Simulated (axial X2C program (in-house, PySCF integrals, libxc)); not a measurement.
## Which molecule has these constants?

Calculated with an in-house relativistic program for diatomic molecules, spin-free (one-electron X2C) or two-component (2c: spin–orbit coupling with atomic mean-field Coulomb and Gaunt terms, which also bring small scalar terms), in Dyall basis sets with cores contracted in-house; open shells are unrestricted.

A two-component PBE0 calculation in a Dyall 3-zeta basis gave Re = 2.462 Å, ωe = 403.9 cm⁻¹, De = 0.58 eV, dipole magnitude 3.77 D, Ω = 3.

Task: Which molecule is it?
A. LiTc
B. LiMn
C. LiRe

Result: C. The others have LiTc 2.565 Å and 344.7 cm⁻¹ (Ω = 3); LiMn 2.988 Å and 220.7 cm⁻¹ (Ω = 3).

Each entry is the lowest single determinant of a limited PBE0 search at one distance. De goes to single-determinant-based atoms at the same level (for ions the charge split of lowest energy) and is withheld (n/a) where an atom does not fit its ground term or J level. Main or longest-lived isotopes. One determinant is a doubtful description, or other states lie close, for LiRe, LiTc, LiMn; these need not be ground states, and all values refer to the states named. Some open-shell Ω = 0 determinants are out of reach, so the Ω given for LiRe, LiTc, LiMn need not be the lowest component. With several unpaired electrons the Ω given is that of one determinant, not necessarily of the lowest component. The functionals have no current term, which raises determinants with orbital currents. Where the atoms have a lower orbital projection than the molecule, De at mean-field level may be about a tenth of an eV too small.
